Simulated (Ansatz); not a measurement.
Abridged output of a molecular run in Ansatz:

```
Functional definition: HF
  name "HF"
  cite "Fock, Z. Phys. 61, 126 (1930) doi:10.1007/BF01340294"
  parent pbe
  exchange = exact_x
  correlation = 0
2406 factors; integrals over basis functions are off by at most 9.1e-4 eV
mean field evaluation 1: about -68417.1146 eV, gradient 2.9e1 eV
mean field evaluation 2: about -68417.2062 eV, gradient 2.9e1 eV
mean field evaluation 4: about -68419.5237 eV, gradient 3.5e0 eV
mean field evaluation 8: about -68419.5642 eV, gradient 3.0e-1 eV
mean field -68419.56465272 eV, -2514.3726245407 hartree, gradient 5.2e-6 eV, S^2 0.000000; 0 other end points of the search recorded, 0 dependent functions left out
15 core orbitals not correlated: weight in the atoms' cores, before any rotation towards them, 1.000 or more for the frozen orbitals, at most 0.000 for the correlated occupied ones
reference -68419.56465272 eV, -2514.3726245407 hartree; 15, 15 occupied and 366, 366 virtual orbitals, 2406 factors
second order -24.86985230 eV of doubles, -0.00000000 eV of singles
cycle   1  -24.68185295 eV  change    1.9e-1 eV  update   9.4e-2
cycle   2  -25.25679431 eV  change   -5.7e-1 eV  update   2.7e-2
cycle   3  -25.31611678 eV  change   -5.9e-2 eV  update   1.2e-2
cycle   4  -25.30569921 eV  change    1.0e-2 eV  update   2.7e-3
cycle   5  -25.30503721 eV  change    6.6e-4 eV  update   9.6e-4
cycle   6  -25.30525647 eV  change   -2.2e-4 eV  update   2.7e-4
cycle   7  -25.30507494 eV  change    1.8e-4 eV  update   9.3e-5
cycle   8  -25.30504301 eV  change    3.2e-5 eV  update   2.8e-5
perturbative correction -0.87509014 eV, -0.0321589696 hartree
Total energy: -68445.74478587 eV, -2515.3347266887 hartree
```

Its atoms:

Cartesian coordinates in Å:
```
C 0.981 -0.787 0.602
Ge -0.335 0.553 0.096
S -1.171 -0.134 -1.855
H 1.438 -0.520 1.556
H 1.761 -0.850 -0.157
H 0.502 -1.762 0.701
H 0.307 1.942 -0.083
H -1.471 0.655 1.132
H -2.013 0.902 -1.993
```

**Question.** Which basis set was used?
A. cc-pV(D+d)Z
B. def2-TZVPPD
C. def2-QZVPP
D. cc-pV(T+d)Z

**Answer.** C. It gives 396 functions.

**Question.** Write the keys of the input that set method, charge and spin (a neutral closed shell needs none for the last two).

**Answer.** 
```yaml
correlation: {method: ccsd_t}
```
